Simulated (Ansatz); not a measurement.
**Calibrating PBE-D4/def2-TZVPP on S-containing molecules**

The vertical ionisation energy (cation less neutral) in eV of 8 S-containing molecules: x at PBE-D4/def2-TZVPP, y at CCSD(T)/def2-TZVPP. Shapes, held fixed at every level: PBE0-D4/def2-TZVP. Flexible molecules stand in one conformer, not always the lowest. Programs: Ansatz 0.2.0.

```
                         molecule  x (eV)  y (eV)
             S8 (cyclooctasulfur)    8.73    9.33
P4S3 (tetraphosphorus trisulfide)    8.80    9.04
              CH4S (methanethiol)    9.28       ?
          C2H4OS (SMILES O=S1CC1)    9.52    9.59
                        InH3(SH2)    9.54    9.98
     S2F2 (Thio-thionyl fluoride)   10.42   10.48
     HBS (hydrogen boron sulfide)   11.23   11.14
          SOF2 (thionyl fluoride)   12.14   12.47
```

Q: Fit y = c + s·x to the known rows and predict y for CH4S.

A: 
1. Means of the 7 rows: x = 10.0543, y = 10.290.
2. Σ(Δx)² = 9.7432, Σ(Δx·Δy) = 8.9883, so the slope is 8.9883/9.7432 = 0.92252.
3. Intercept: 10.290 − (0.92252) × 10.0543 = 1.015. The largest residual of the fit is 0.26.
4. CH4S: 1.015 + 0.92252 × 9.28 = 9.58 eV.

CCSD(T)/def2-TZVPP gives 9.37 eV, so the prediction is off by +0.21 eV, within the largest residual. Uncorrected, PBE-D4/def2-TZVPP misses it by -0.09 eV, and the other rows by 0.26 on average. The line makes this one worse. Left out in turn, the other rows are missed by 0.30 eV on average, worse than no correction. Cations run unrestricted. T1 is large for P4S3 (0.022), so single-reference values are less sure there. For atoms past krypton def2 sets carry core potentials with scalar relativity. Outer-core shells of In are correlated, in sets that cover them unevenly.
